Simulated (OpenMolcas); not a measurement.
## As IV: effect of the basis set

- Program: OpenMolcas
- Method: RASSCF
- Active space: 2 electrons in 9 orbitals (RAS2 4s 4p; RAS3 4d, at most 2 electrons)
- State averaging: 2S+1 = 3 even, 3 roots; 2S+1 = 1 even, 7 roots; 2S+1 = 3 odd, 3 roots; 2S+1 = 1 odd, 3 roots
- Spin-orbit coupling: RASSI with atomic mean-field integrals over the reference wave functions, term energies averaged over their components

A. ANO-RCC-VTZP [6s5p3d1f], DKH2, point nucleus; cost about 18 core-seconds
B. ANO-RCC-VQZP [7s6p4d2f1g], DKH2, point nucleus; cost of the order of 13 core-seconds
C. ANO-R2 [6s5p4d3f1g], X2C, finite nucleus; cost roughly 17 core-seconds
D. ANO-RCC [9s8p6d4f2g], DKH2, point nucleus; cost of the order of 60 core-seconds

Energies in cm-1 above 4s2 1S0, the measured ground level; measured values from Moore, Atomic Energy Levels, vol. II, NSRDS-NBS 35 (1971 reprint of NBS Circular 467, 1952).

```
      Level       A       B       C       D  Measured
    4s2 1S0     0.0     0.0     0.0     0.0       0.0
4s 4p 3P* 0   71557   71546   71273   71512          
4s 4p 3P* 1   72579   72548   72279   72529     76962
4s 4p 3P* 2   74773   74692   74435   74708     79492
4s 4p 1P* 1  112739  112664  112124  112632    112022
    4p2 1D2  173474  173437  172592  173329          
    4p2 3P0  176165  176188  175034  176121          
    4p2 3P1  177430  177417  176280  177379    181468
    4p2 3P2  179774  179698  178601  179707    184394
```

Deviations, from unrounded energies. A percentage is the sum of absolute deviations over the sum of measured energies, with the sign that they share, or ± where signs differ.

```
           Against measurement  Levels     A     B     C     D
mean absolute deviation (cm-1)       5  3700  3700  4200  3700
      other configurations (%)       5  ±2.9  ±2.9  ±3.3  ±2.9
```

A, B, D lie about equally close to measurement and C furthest from it. The largest miss of A in the table is 4s 4p 3P* 2, by -4700 cm-1. The ranking rests on the paired levels alone, and a cruder setting can come out closer through cancelling errors.

Among A to D the level of the table that moves most is 4p2 3P2, by 1200 cm-1 (lowest in C, highest in A).

Active for correlation alone: 4d; no level in the range computed is led by a configuration that fills it, so any true level of that kind is missing. Some terms mix strongly with configurations of 4d, whose occupation reaches 0.25 (4p2 1D) (figures for A; the like holds for B, C, D). Measured partners are found by configuration, term and J. A level has none where our copy of the source lacks it or the pairing is in doubt (some pairs that miss far off the trend of their configuration count as doubtful), and it then counts in no deviation. Levels of configurations outside the active space are missing. Levels that lie high or do not pair safely by name in every column are left out.

* marks odd parity.
